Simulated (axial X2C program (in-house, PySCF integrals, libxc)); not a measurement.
# Which molecule has these constants?

All values come from calculations with an in-house relativistic program for diatomic molecules, spin-free (one-electron X2C) or two-component (2c: spin–orbit coupling with atomic mean-field Coulomb and Gaunt terms, which also bring small scalar terms), in Dyall basis sets with cores contracted in-house; open shells are unrestricted.

A two-component CCSD(T) calculation in a Dyall 3-zeta basis gave Re = 2.281 Å, ωe = 384.8 cm⁻¹, De = 1.87 eV, Ω = 0.

Question: Which molecule is it?
A. LiCu
B. LiAg
C. LiAu

Answer: A. The others have LiAg 2.393 Å and 381.1 cm⁻¹ (Ω = 0); LiAu 2.289 Å and 466.9 cm⁻¹ (Ω = 0).

Frozen shells (counts by l): LiCu Cu 3s2p, Li 1s, 12 electrons correlated; LiAg Ag 4s3p1d, Li 1s, 12 electrons correlated; LiAu Au 5s4p2d1f, Li 1s, 12 electrons correlated. Coupled cluster in natural virtuals with an MP2 remainder. Where the outer core of a metal is frozen, bonds come out longer and ionisation energies lower.

Each entry is the lowest single determinant of a limited PBE0 search at one distance. De goes to single-determinant-based atoms at the same level (for ions the charge split of lowest energy) and is withheld (n/a) where an atom does not fit its ground term or J level. Main or longest-lived isotopes. One determinant is a doubtful description, or other states lie close, for LiCu, LiAg, LiAu; these need not be ground states, and all values refer to the states named.
